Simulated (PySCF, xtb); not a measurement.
WH₃, SMILES [WH3] (connectivity only; charge and spin as stated), neutral, multiplicity 4.

Harmonic wavenumbers (cm⁻¹) from GFN2-xTB in xtb 6.7.1 at its own minimum, in rising order: 562, 679, 681, 2123, 2185, 2193.

Problem. What does PBE0-D3(BJ)/def2-TZVPD in PySCF give at its own minimum? (Estimate from the structure and the level; the computed values follow.)

Solution. 409, 711, 711, 1955, 1955, 1979. Paired by order, the mean absolute difference is 138 cm⁻¹ and the zero-point energies are 12.0 and 11.0 kcal/mol.
